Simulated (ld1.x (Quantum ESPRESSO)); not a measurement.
## An all-electron radial function and its pseudo partner (O (Z = 8))

Columns: radius, all-electron u(r) and pseudo u(r) of the 2p shell (level -24.46 eV) of oxygen in the configuration [He] 2s2 2p3; PBE, non-relativistic, TM semilocal scheme, ld1.x (Quantum ESPRESSO) 7.5.

| r (bohr) | all-electron | pseudo |
| --- | --- | --- |
| 0.090 | 0.0955 | 0.0312 |
| 0.180 | 0.2771 | 0.1207 |
| 0.270 | 0.4618 | 0.2562 |
| 0.360 | 0.6185 | 0.4195 |
| 0.450 | 0.7386 | 0.5887 |
| 0.540 | 0.8237 | 0.7428 |
| 0.630 | 0.8766 | 0.8645 |
| 0.720 | 0.9023 | 0.9444 |
| 0.810 | 0.9061 | 0.9805 |
| 0.900 | 0.8932 | 0.9782 |
| 0.990 | 0.8680 | 0.9467 |
| 1.080 | 0.8341 | 0.8969 |
| 1.170 | 0.7943 | 0.8382 |
| 1.260 | 0.7509 | 0.7776 |
| 1.350 | 0.7057 | 0.7195 |
| 1.440 | 0.6598 | 0.6656 |
| 1.530 | 0.6144 | 0.6161 |
| 1.620 | 0.5700 | 0.5703 |
| 1.710 | 0.5273 | 0.5273 |
| 1.800 | 0.4865 | 0.4865 |
| 1.890 | 0.4478 | 0.4478 |
| 1.980 | 0.4114 | 0.4114 |
| 2.070 | 0.3774 | 0.3774 |
| 2.160 | 0.3456 | 0.3456 |
| 2.250 | 0.3161 | 0.3161 |
| 2.340 | 0.2888 | 0.2888 |

Task: How many radial nodes do the two functions have?

Result: The all-electron 2p function has n − l − 1 = 0; the pseudo-wave has 0.

Task: At about which radius was the pseudo-wave matched?

Result: 1.80 bohr. The columns agree to 0.0005 from 1.62 bohr on; several derivatives are matched, so the curves merge somewhat inside the radius.

Task: Is the pseudo-wave norm-conserving?

Result: Yes: the TM semilocal scheme keeps the norm inside the radius equal to the all-electron one, which fixes the energy derivative of the logarithmic derivative at the level.
